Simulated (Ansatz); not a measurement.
The cluster GaF3. Total charge 0; singlet. Geometry relaxed at PBE-D4/def2-TZVP.

Cartesian coordinates in Å:
```
Ga 0.000 0.000 0.000
F -0.067 1.717 0.309
F 1.298 -0.665 -0.960
F -1.231 -1.052 0.652
```

The structure comes from a short search, and lower isomers may exist.

(1) Estimate the harmonic wavenumbers at RKS PBE-D4/def2-TZVP (Ansatz, unscaled). Is this a minimum?

## Answers

(1) 173, 173, 191, 631, 713, 713 cm⁻¹. Yes, no mode is imaginary beyond noise. Zero-point energy 15.5 kJ/mol. Hardware: 4 threads of Arm Neoverse V1 on a shared host. Wall time 13 s.
